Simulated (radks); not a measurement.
Q: The mean radii <r> (bohr) of the occupied orbitals of an atom or ion are listed with their occupations. All-electron calculation, non-relativistic Kohn-Sham, BLYP, spin-polarised, spherical densities, point nucleus. Program: a radial shooting solver on a logarithmic mesh with Libxc functionals.

| orbital | occ. | <r> |
|---|---|---|
| 1s up | 1 | 0.2302 |
| 1s down | 1 | 0.2295 |
| 2s up | 1 | 1.233 |
| 2s down | 1 | 1.272 |
| 2p up | 2 | 1.249 |

Name the element and its charge. Open shells, if any, are filled with parallel spins first.

A: Z = 7, nitrogen, charge +1: N+ in [He] 2s2 2p2. The 1s radius gives Z: for a bare nucleus <r> = 1.5/Z, 0.2143 bohr for Z = 7, and screening makes it slightly larger (0.2302 here). The occupations add up to 6, and the charge is Z minus that.
